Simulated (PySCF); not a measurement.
A calculated (UHF, PySCF 2.14, aug-cc-pwCVDZ, no relativity, point nucleus) atom or ion has these occupied shells.

```json
{"shell": "1s", "electrons": "2", "orbital energy (eV)": "-1600.4", "rms radius, mean of both spins (bohr)": "0.139"}
{"shell": "2s", "electrons": "2", "orbital energy (eV)": "-142.01", "rms radius, mean of both spins (bohr)": "0.677"}
{"shell": "2p", "electrons": "6", "orbital energy (eV)": "-95.906", "rms radius, mean of both spins (bohr)": "0.674"}
{"shell": "3s", "electrons": "2", "orbital energy (eV)": "-17.753", "rms radius, mean of both spins (bohr)": "2.61"}
```

(1) Name the element and its charge.

## Answers

(1) Al⁺ (aluminium, charge +1), in [Ne] 3s2, closed-shell 1S.
